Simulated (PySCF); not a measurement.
Pb⁺ (lead, charge +1) across methods

[Xe] 4f14 5d10 6s2 6p1, 2P determinant. All numbers are calculated (PySCF 2.14, scalar relativity by spin-free X2C-1e, in aug-cc-pwCVTZ-DK3 (11s10p8d5f1g, 125 functions)).

```tsv
method	E (hartree)	mean ε 6s α (eV)	mean ε 6s β (eV)	mean ε 6p α (eV)	Σ⟨r²⟩ (bohr²)	⟨S²⟩
UHF	-20877.68966	-23.238	-21.393	-13.512	57.65	0.757
LDA	-20871.18	-19.725	-19.229	-10.352	57.04	0.751
PBE	-20883.90	-19.395	-18.816	-10.243	57.21	0.751
PBE0	-20883.58	-20.599	-19.726	-11.213	57.08	0.752
```

Question: Estimate the same row for r2SCAN.

Answer: E (hartree) = -20883.82; mean ε 6s α (eV) = -19.757; mean ε 6s β (eV) = -18.995; mean ε 6p α (eV) = -10.548; Σ⟨r²⟩ (bohr²) = 56.93; ⟨S²⟩ = 0.753.

Spin-orbit coupling, absent here, splits the open shell strongly.
